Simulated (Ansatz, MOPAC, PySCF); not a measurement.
Complex: H2O (SMILES O) (first 3 atoms) with CH2O (SMILES C=O); geometry from B3LYP-D3(BJ)/def2-TZVP, rigid monomers moved along the line of their centres of mass till O1···C4 is 3.93 Å.
(charge 0, multiplicity 1):
```xyz
7

O     -0.1503     0.4376    -0.1146
H      0.4921     0.1685    -0.7793
H     -0.5236    -0.3821     0.2299
C     -0.0284     0.4319     3.8176
O     -0.4323    -0.6887     3.9783
H      1.0511     0.6718     3.8188
H     -0.7105     1.2874     3.6662
```

Counterpoise-corrected where a basis set is named; no monomer relaxation. Rows marked so take none.

Rows in 3-21G carry no dispersion term and start afresh at each structure. The state that PM6 reach isn't checked.

Programs: Ansatz (Gaussian orbitals); MOPAC for PM6 (differences of heats of formation); PySCF for 3-21G rows, the dispersion terms. Values without a source in brackets are computed.

What interaction energy does PM6 give?

-5 kJ/mol

Ansatz is a program for electronic structure.
